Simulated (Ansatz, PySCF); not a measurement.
System: CH$_{5}$FNSi, net charge 0, doublet state. It need not be the lowest isomer of its formula. 
Geometry from a B3LYP-D3(BJ)/def2-TZVP (Ansatz, a quantum-chemistry and plane-wave program) optimisation:
```xyz
9

Si    -0.1072     0.1274    -0.3024
C      0.9974    -1.3624    -0.1829
F      0.6389     1.3711     0.4013
N     -1.6467    -0.2574     0.3919
H     -0.3849     0.5315    -1.6983
H      0.5443    -2.2123    -0.6952
H      1.9635    -1.1498    -0.6447
H      1.1681    -1.6399     0.8586
H     -1.9976     0.3230     1.1546
```
Charge 0, spin multiplicity 2.

Dipole moments at this geometry, in debye (magnitudes).

```csv
level,program,dipole (D)
HF/def2-TZVPD,PySCF,0.65
SVWN5/def2-TZVPD,Ansatz,…
BLYP/def2-TZVPD,Ansatz,0.85
revPBE/def2-TZVPD,Ansatz,0.84
B97M-V/def2-TZVPD,Ansatz,0.86
B3LYP/def2-TZVPD,Ansatz,0.76
BHLYP/def2-TZVPD,Ansatz,0.70
TPSSh/def2-TZVPD,PySCF,0.75
r2SCANh/def2-TZVPD,Ansatz,0.77
M06-2X/def2-TZVPD,PySCF,0.69
HSE06/def2-TZVPD,Ansatz,0.77
CAM-B3LYP/def2-TZVPD,Ansatz,0.72
CCSD(T)/aug-cc-pV(D+d)Z,Ansatz,…
```

Q: Fill in the missing entries.

A: 
- SVWN5/def2-TZVPD, dipole (D): 0.98
- CCSD(T)/aug-cc-pV(D+d)Z, dipole (D): 0.69
